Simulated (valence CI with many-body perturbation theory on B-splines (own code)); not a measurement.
**Level structure of Ag³⁴⁺**

Calculated by configuration interaction combined with many-body perturbation theory (CI+MBPT): three valence electrons over a frozen Dirac-Fock core [Ne], radial functions for each j: 11 s, 11 p, 10 d, 8 f, 5 g, 2 h, with the one-electron correlation potential Σ1 (screened to all orders), the two-electron term Σ2, the three-electron term Σ3, Breit, model QED; selected single and double excitations, second order for the rest, scaled by the run's own slope (own B-spline code, finite nucleus).

The last digits are not significant, and no measured levels were compared; by estimate large intervals hold to a few tenths of a per cent, small ones and those within an open d or f shell to about a per cent.

Levels 91 to 135 of 154, with energies above the lowest level, 3s2 3p 2P°_1/2. "Leading %" is the weight of the configuration and term that name the level; weights of strongly mixed levels are sums over their largest components and can fall short, so below about 35 % the name and the second component can differ from the true leading terms, or belong to a minority configuration. Lifetimes count E1, E2, E3, M1 and M2 decay at the calculated energies, and are blank where another channel may lead or the interval is too uncertain; long ones can be off by a factor of two.

```csv
No.,Configuration,Term,J,E (Ry),Leading %,Lifetime,g
91,3p 3d2,4P°,1/2,37.187,48,8.59 ps,1.844
92,3p 3d2,4D°,3/2,37.320,32,4.48 ps,1.009
93,3p 3d2,4D°,7/2,37.841,48,6.14 ps,1.296
94,3p 3d2,4F°,5/2,37.927,37,4.14 ps,1.128
95,3p 3d2,2H°,9/2,38.099,50,14.6 ps,1.037
96,3p 3d2,4D°,3/2,38.284,39,4.48 ps,1.238
97,3p 3d2,2F°,5/2,38.312,39,9.85 ps,1.118
98,3p 3d2,2G°,7/2,38.333,54,6.66 ps,0.990
99,3p 3d2,4P°,3/2,38.475,45,6.19 ps,1.521
100,3p 3d2,4G°,11/2,39.685,96,9.90 ps,1.261
101,3p 3d2,2P°,1/2,39.717,77,5.23 ps,0.628
102,3p 3d2,4F°,3/2,39.748,31,2.99 ps,0.880
103,3p 3d2,4F°,9/2,39.850,45,4.92 ps,1.211
104,3p 3d2,4F°,7/2,39.923,46,4.67 ps,1.165
105,3p 3d2,4F°,5/2,39.978,39,3.15 ps,1.104
106,3p 3d2,4D°,1/2,40.121,69,3.11 ps,0.373
107,3p 3d2,2F°,7/2,40.125,39,3.58 ps,1.200
108,3p 3d2,4D°,5/2,40.292,45,5.35 ps,1.296
109,3p 3d2,2S°,1/2,40.428,47,3.90 ps,1.880
110,3p 3d2,4D°,3/2,40.462,69,3.28 ps,1.168
111,3p 3d2,4D°,7/2,40.585,82,5.02 ps,1.365
112,3p 3d2,2F°,5/2,40.722,45,4.60 ps,1.171
113,3p 3d2,4D°,5/2,40.890,32,3.98 ps,1.287
114,3p 3d2,4S°,3/2,40.939,56,2.76 ps,1.799
115,3p 3d2,2G°,9/2,40.982,53,5.93 ps,1.129
116,3p 3d2,2H°,11/2,41.090,96,9.02 ps,1.094
117,3p 3d2,2G°,7/2,41.249,45,4.40 ps,1.056
118,3p 3d2,2D°,3/2,41.551,52,3.33 ps,0.980
119,3p 3d2,2F°,7/2,41.629,60,3.80 ps,1.125
120,3p 3d2,2P°,1/2,41.693,87,3.81 ps,0.701
121,3p 3d2,2D°,5/2,41.896,79,3.07 ps,1.144
122,3p 3d2,2G°,9/2,42.064,87,3.57 ps,1.121
123,3p 3d2,2F°,5/2,42.371,93,3.80 ps,0.874
124,3p 3d2,2D°,3/2,42.562,63,2.89 ps,1.006
125,3p 3d2,2P°,3/2,42.740,81,4.77 ps,1.275
126,3p 3d2,2F°,7/2,42.784,51,3.79 ps,1.045
127,3p 3d2,2D°,5/2,42.976,83,3.63 ps,1.199
128,3p 3d2,2P°,1/2,43.137,94,2.77 ps,0.662
129,3p 3d2,2P°,3/2,43.745,68,2.88 ps,1.229
130,3d3,4F,3/2,48.897,83,2.84 ps,0.479
131,3d3,4F,5/2,49.268,95,3.27 ps,1.033
132,3d3,4F,7/2,49.541,81,3.59 ps,1.174
133,3d3,4F,9/2,49.681,46,3.87 ps,1.173
134,3d3,4P,3/2,49.816,51,2.84 ps,1.404
135,3d3,4P,1/2,49.950,75,2.91 ps,2.177
```

Names give the largest LS component (configuration and term), which can be under half, so a name can repeat, a term be missing and a line seem to break the LS rules; names also repeat where a configuration has a term twice.
